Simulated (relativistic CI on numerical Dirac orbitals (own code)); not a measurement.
In XXV: sensitivity of the levels to the model

Base calculation: Dirac-Coulomb-Breit CI, orbitals from a KLI potential per configuration, model QED (radiative potential, 1s self-energy scaled to tabulated hydrogen-like ionisation energies), unscaled Slater integrals.

Configurations in the expansion (outside the closed core [Ne]): 3s2.3p6.3d7, 3s2.3p5.3d8, 3s2.3p4.3d9, 3s.3p6.3d8, 3p6.3d9, 3s.3p5.3d9, 3s2.3p6.3d6.4s, 3s2.3p6.3d6.4p, 3s2.3p6.3d6.4d, 3s2.3p4.3d8.4s, 3s2.3p6.3d6.4f, 3s2.3p5.3d7.4s, 3s2.3p4.3d8.4p, 3s2.3p6.3d5.4s2, 3s2.3p5.3d7.4p, 3s2.3p4.3d8.4d, 3s.3p5.3d8.4s, 3s2.3p6.3d5.4s.4p, 3s2.3p6.3d6.5s, 3s.3p5.3d8.4p, 3s2.3p6.3d5.4p2, 3s2.3p5.3d7.4d, 3s2.3p6.3d6.5p, 3s.3p6.3d7.4s, 3s2.3p6.3d5.4s.4d, 3s2.3p6.3d6.5d, 3s.3p5.3d8.4d, 3p6.3d8.4s, 3s.3p6.3d7.4p, 3s2.3p5.3d6.4s2, 3s2.3p6.3d6.5f, 3s2.3p6.3d6.5g, 3p6.3d8.4p, 3s2.3p6.3d6.6s, 3s2.3p6.3d6.6p, 3p6.3d8.4d. Levels of other configurations are missing.

The lowest level and the first level of each name with at least 55 % of one term (blank where a level has no safe partner in the second run):

```tsv
Level	Base (cm⁻¹)	Shift (cm⁻¹)
3s2.3p6.3d7 4F_9/2	0	0
3s2.3p6.3d7 4F_7/2	55597	-189
3s2.3p6.3d7 4P_5/2	102736	-182
3s2.3p6.3d7 2G_9/2	103758	-154
3s2.3p6.3d7 4P_1/2	118798	-174
3s2.3p6.3d7 2H_11/2	138494	-177
3s2.3p6.3d7 2G_7/2	142881	-232
3s2.3p6.3d7 2D_5/2	163951	-315
3s2.3p6.3d7 2P_1/2	188892	-373
3s2.3p6.3d7 2F_5/2	195756	-150
3s2.3p6.3d7 2H_9/2	196356	-373
3s2.3p6.3d7 2F_7/2	231188	-308
3s2.3p6.3d7 2D_3/2	231887	-389
3s2.3p5.3d8 4G°_11/2	1571129	+561
3s2.3p5.3d8 2F°_7/2	1626243	+556
3s2.3p5.3d8 2D°_5/2	1627719	+573
3s2.3p5.3d8 4G°_9/2	1652815	+436
3s2.3p5.3d8 2S°_1/2	1704086	+517
3s2.3p5.3d8 2D°_3/2	1717228	+411
3s2.3p5.3d8 4P°_5/2	1746166	+379
3s2.3p5.3d8 2G°_7/2	1779376	+299
3s2.3p5.3d8 2H°_11/2	1801880	+404
```

At this charge energies of transitions that change n are usually good to better than 1 %, and those within a shell (Δn = 0) to a few per cent. Terms inside the open d or f shell come out 10 to 20 % too wide with unscaled integrals.

Problem. One thing was changed in a second run, which moved the levels as shown. Which?
A. Breit term removed
B. configuration mixing switched off
C. only the first configuration
D. QED terms removed

Solution. D. QED terms removed. QED shifts follow the density of s (and p1/2) electrons at the nucleus, so configurations move by their count of such electrons; where none moves, the smaller shifts of p3/2 electrons and of j = l + 1/2 against j = l − 1/2 set the pattern.

LS names give the leading component of a level, which can be under half, so a name can repeat, a term be missing and a line seem to break the LS rules.
